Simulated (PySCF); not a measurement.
## Bonding in `FC[SiH2]N[SiH2]F`

CH7F2NSi2.
Numbering: `[F:1][CH2:2][SiH2:3][NH:4][SiH2:5][F:6]` (hydrogens: H7, H8 on C2; H9, H10 on Si3; H11 on N4; H12, H13 on Si5)

Geometry (GFN2-xTB, Å), atoms numbered from 1 in this order:
```xyz
13
CH7F2NSi2 angstrom
F     -1.3587    0.3469   -1.5367
C     -1.7866   -0.1146   -0.3040
Si    -0.6593    0.5580    1.0861
N      0.9374    0.0296    0.7025
Si     1.6651   -0.3613   -0.8235
F      3.1788   -0.7299   -0.4083
H     -2.8230    0.2134   -0.1994
H     -1.7742   -1.2047   -0.3669
H     -1.0767   -0.0524    2.3508
H     -0.7778    2.0197    1.1111
H      1.6006    0.1032    1.4588
H      1.1011   -1.5830   -1.3688
H      1.7688    0.7757   -1.7193
```

Bond orders from the PBE0/pcSseg-1 density (PySCF). One conformer (not necessarily the lowest) at the GFN2-xTB geometry, without solvent, vibrations or thermal averaging.

Where do the orders between heavy atoms depart from those drawn in the SMILES?

The largest departure is 0.172, at F1–C2 (drawn single, 0.828). Drawn single, order below 0.88: F1–C2 (0.828).

Give the Mayer order of every bond between heavy atoms, beside its length.

```tsv
bond	drawn as	length (Å)	Mayer order
F1–C2	single	1.384	0.828
C2–Si3	single	1.912	0.898
Si3–N4	single	1.725	0.984
N4–Si5	single	1.735	0.948
Si5–F6	single	1.612	0.907
```

By pair of heavy elements: N–Si: lowest N4–Si5 (0.948, 1.735 Å), highest Si3–N4 (0.984, 1.725 Å).

And the bonds to hydrogen?

C–H: 0.95 to 0.96 (2 bonds); H–Si: 0.90 to 0.92 (4 bonds); H–N: 0.92 (1 bond).

Sum the orders of all bonds at each heavy atom with more than one neighbour and set the sums beside the valence in the SMILES.

C2 3.628 (drawn 4), Si3 3.717 (drawn 4), N4 2.851 (drawn 3), Si5 3.664 (drawn 4). Orders between atoms that aren't bonded are not in these sums.

For a closed shell the Mayer order of atoms A and B is Σ (PS)μν (PS)νμ over the basis functions μ on A and ν on B, with P the density and S the overlap matrix.

These values come from a run that also computed NMR shieldings. Hardware: Arm Neoverse N1, one thread (shared host). Cost: 40 s of wall time (with the writing of density and orbital grids), 0.71 GiB resident at most.
